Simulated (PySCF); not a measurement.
A structure optimised at PBE-D3(BJ)/def2-SVP, used in a PySCF frequency run:

```xyz
3

In     0.0000     0.0000     0.0000
Br     0.0000     0.0000    -2.3973
Br     0.0000     0.0000     2.3973
```
Charge +1, spin multiplicity 1.

Problem. Write its SMILES, formula and point group.

Solution. [Br][In+][Br], Br2In, D∞h

Problem. What are its rotational constants (standard atomic weights)?

Solution. 0.55028 GHz (linear rotor, B only)
